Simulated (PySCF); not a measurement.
SiH3Cl, SMILES Cl[SiH3].

Geometry: B3LYP-D3(BJ)/def2-TZVP. The isomer is the one that the SMILES or the coordinates give; other isomers of the formula were not compared.

Two levels are set side by side: TDDFT-PBE/def2-TZVPD (PySCF) and ADC(2)/aug-cc-pVDZ (PySCF). Vertical, same geometry; the bases differ. Differences are taken from unrounded values.

```json
[
 {"quantity": "lowest singlet excitation (eV)", "ADC(2)": "7.69"}
]
```

What does TDDFT-PBE give, and how far is it from ADC(2)? (An estimate is asked for; the answer gives what the named calculation found.)


```csv
quantity,TDDFT-PBE,TDDFT-PBE minus ADC(2)
lowest singlet excitation (eV),6.60,-1.09
```

Functionals without exact exchange tend to place singlet excitations lower, as here. Differences between two approximate levels are no errors against the true value.

Rough cost on one machine, each run with all the roots and properties that it gave: ADC(2) against TDDFT-PBE about 6 times.
